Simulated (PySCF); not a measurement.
C₄H₉FSi, SMILES C[SiH](C)/C=C\F.

Coordinates come from a PBE0-D3(BJ)/def2-SVP optimisation. The structure was generated by enumeration; whether it is a known compound was not checked. Other conformers were not sampled.

Vertical ionisation energy (IE) and electron affinity (EA) in eV. Rows of orbital energies are one-electron estimates. Where ΔSCF, EOM or ADC give a negative EA the extra electron is unbound and the value depends on the basis.

```json
[
 {"level": "−ε(HOMO), −ε(LUMO), CAM-B3LYP/def2-TZVP (PySCF)", "IE": "8.88", "EA": "-0.80"},
 {"level": "−ε(HOMO), −ε(LUMO), PBE/def2-TZVP (PySCF)", "IE": "6.31", "EA": "1.24"}
]
```
